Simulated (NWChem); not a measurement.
Species: AlCl$_{2}$, doublet; SMILES [Cl][Al][Cl]

```xyz
3

Al     0.0000     0.0000     0.7738
Cl     1.8385     0.0000    -0.2958
Cl    -1.8385     0.0000    -0.2958
```
Atoms are numbered in this order, from 1.

Computed with NWChem. Spin-unrestricted. In the optimisation the excess spin sits in a1 (C2v, its own frame). The geometry was optimised at PBE-D3(BJ)/def2-SVP, spin-unrestricted. The spin multiplicity was typed, not searched, and may not be the lowest. No stability test was run on the SCF state. Total energies compare along this basis series because the functional is fixed.

```tsv
level	basis functions	energy (Ha)	highest occupied level (eV)	lowest empty minus highest occupied level, either spin (eV)	dipole (D)	<S²>	relative time
TPSS/cc-pVDZ	54	-1162.9917	-5.81	1.50	1.45	0.752	1
TPSS/aug-cc-pVDZ	81	-1162.9980	-5.91	1.49	1.47	0.752	1
TPSS/cc-pVTZ	102	-1163.0408	-5.85	1.56	1.43	0.752	2
TPSS/aug-cc-pVTZ	150	-1163.0425	-5.89	1.56	1.48	0.752	4
TPSS/cc-pVQZ	177	-1163.0517	-5.87	1.56	1.46	0.752	2
```

Relative times are rough (shared machine, one core).
